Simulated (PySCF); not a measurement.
## Working out the ionisation energy of Cu¹¹⁺

Cu¹¹⁺ [Ar] (1S) → Cu¹²⁺ [Ne] 3s2 3p5 (2P). Computed with PySCF 2.14 in an uncontracted even-tempered set (19 s from 0.69 bohr⁻², ratio 2.5; 12 p from 0.9 bohr⁻², ratio 2.5; 5 d from 6.3 bohr⁻², ratio 2.7; 4 f from 9.5 bohr⁻², ratio 2.7), with the spin-free X2C one-electron Hamiltonian (Gaussian nucleus). Frozen: 1s2; the 22 highest virtual orbitals dropped. Energies in hartree (1 hartree = 27.21139 eV):

| part | Cu¹¹⁺ (lower) | Cu¹²⁺ (upper) |
| --- | --- | --- |
| UHF | -1605.728052 | -1592.244477 |
| MP2 opposite-spin | -0.424089 | -0.403964 |
| MP2 same-spin | -0.163693 | -0.150432 |

Task: What does Hartree-Fock give?

Result: (-1592.244477) − (-1605.728052) = 13.483575 hartree = 366.907 eV.

Task: What do MP2 and SCS-MP2 (6/5 opposite-spin, 1/3 same-spin) give?

Result: The opposite-spin parts differ by 0.548 eV and the same-spin parts by 0.361 eV. MP2: 366.907 + (0.548) + (0.361) = 367.816 eV. SCS-MP2: 366.907 + 1.2 × (0.548) + (0.361)/3 = 367.685 eV.

A first-order spin-orbit estimate adds -1.141 eV to MP2 (outer shells), giving 366.675 eV against 367 ± 0.9 eV (semi-empirical (NIST evaluation); NIST Atomic Spectra Database, ionization energies).

What remains against the reference includes basis incompleteness, the frozen core and correlation beyond second order.
